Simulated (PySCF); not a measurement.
# Relaxation of quartet TcSF₂

Method: UB3LYP in PySCF with Tc def2-SVP with ECP28, S def2-SVP, F def2-SVP; scalar-relativistic core potentials, no spin–orbit coupling; density-fitted integrals. A (50,194) grid was used.

A start displaced from a saddle point along its imaginary mode, of Cs symmetry, held to at least that symmetry:

Coordinates in bohr (charge 0 multiplicity 4):
```
Tc    0.1757    0.1412    0.0868
S    -3.4210   -0.1678   -1.6905
F     1.3069   -0.2256    3.4513
F     3.5354   -0.2268   -1.0583
```

Optimiser trace:
```json
{"step": "0", "E − E(last) (kJ/mol)": "75.71", "largest gradient (Eh/bohr)": "0.01482"}
{"step": "1", "E − E(last) (kJ/mol)": "60.29", "largest gradient (Eh/bohr)": "0.01308"}
{"step": "2", "E − E(last) (kJ/mol)": "35.16", "largest gradient (Eh/bohr)": "0.02535"}
{"step": "3", "E − E(last) (kJ/mol)": "12.71", "largest gradient (Eh/bohr)": "0.02242"}
{"step": "4", "E − E(last) (kJ/mol)": "4.77", "largest gradient (Eh/bohr)": "0.01749"}
{"step": "5", "E − E(last) (kJ/mol)": "1.01", "largest gradient (Eh/bohr)": "0.00794"}
{"step": "6", "E − E(last) (kJ/mol)": "0.12", "largest gradient (Eh/bohr)": "0.00157"}
{"step": "7", "E − E(last) (kJ/mol)": "0.01", "largest gradient (Eh/bohr)": "0.00089"}
{"step": "8", "E − E(last) (kJ/mol)": "0.00", "largest gradient (Eh/bohr)": "0.00023"}
{"step": "9", "E − E(last) (kJ/mol)": "0.00", "largest gradient (Eh/bohr)": "0.00001"}
```

It ends at C2v with Tc–F 1.853 Å (×2), Tc–S 2.097 Å; F–Tc–F 134.9°, F–Tc–S 112.5° (×2) (after a last refinement on a finer grid). The frequency run here used a shortcut that can spoil soft modes, so no verdict on minimum or saddle point is given. Other isomers or separated fragments may lie lower.

With open d or f shells other occupations or spin states may lie lower.
